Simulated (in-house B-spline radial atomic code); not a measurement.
# RPA and G0W0 on r2SCAN0: neutral molybdenum

Configuration [Kr] 4d5 5s1, highest spin, mean-field start r2SCAN0. Computed with an all-electron radial atomic-structure program (B-spline basis): all electrons, scalar-relativistic (spin-free one-electron X2C), finite nucleus, each spin shell either full or empty, empty states to l = 9 with an (l + 1/2)⁻⁴ tail; G0W0 by contour deformation at full frequency.

RPA overbinds a lone outer s electron by self-correlation, and G0W0 tends to as well.

Command:
```bash
python run_gw.py task.json out
```
Settings (radii: box in bohr, nucleus in fm):
```
Z                        42
electrons                42
configuration            [Kr] 4d5 5s1
hamiltonian              x2c
method                   r2scan0
lmax                     9
rms_radius               4.4091
spin_polarised           True
box_radius               40
intervals                73
ion_configuration        [Kr] 4d5
```

Run time, properties included: 16 s on 1 thread of Arm Neoverse N1 (shared host).

Energies (hartree):

```tsv
term	value
mean-field total	-4048.40115
Hartree-Fock functional on these orbitals	-4046.23049
direct second order	-3.4373
second-order exchange	1.0206
SOSEX correction	0.93764
```

(1) What is the RPA correlation energy, and what remains with SOSEX?

Quasi-particle levels (eV):

| level | occupied | mean field | Σx - vxc | Σc | QP weight | G0W0 |
| --- | --- | --- | --- | --- | --- | --- |
| 5s up | yes | -5.412 | -1.18 | ? | ? | ? |
| 5p up | no | -0.660 | 1.59 | -0.49 | 0.947 | 0.439 |

G0W0 = mean field + (Σx - vxc) + Σc, with Σc (partial-wave tail included) taken at the quasi-particle energy. Only the outer levels were computed. Levels of low weight are left out. An empty level above zero is unbound and depends on the box.

(2) Where does G0W0 put 5s up?

(3) What does it cost to remove one electron (to [Kr] 4d5) by differences of total energies, each species on its own start (correlation terms add to the Hartree-Fock functional)?

Results:

(1) RPA gives -3.0091 hartree (-1.95 eV per electron); RPA + SOSEX gives -2.0714, and the second-order doubles -2.4167 hartree (no singles). RPA lacks exchange-type terms and so overcorrelates at short range.

(2) At -7.648 eV, with Σc = -1.05 eV and a quasi-particle weight of 0.911. The tabulated removal energy is 7.092 eV (NIST, measured); the calculation leaves out spin-orbit coupling, Breit and QED terms, and what these don't explain is the method's own error.

(3) r2SCAN0 7.268 eV, Hartree-Fock functional 6.184 eV, + RPA 7.565 eV, + RPA + SOSEX 6.824 eV, + second order 7.546 eV. Tabulated: 7.092 eV (NIST, measured); the calculation leaves out spin-orbit coupling, Breit and QED terms, and what these don't explain is the method's own error.
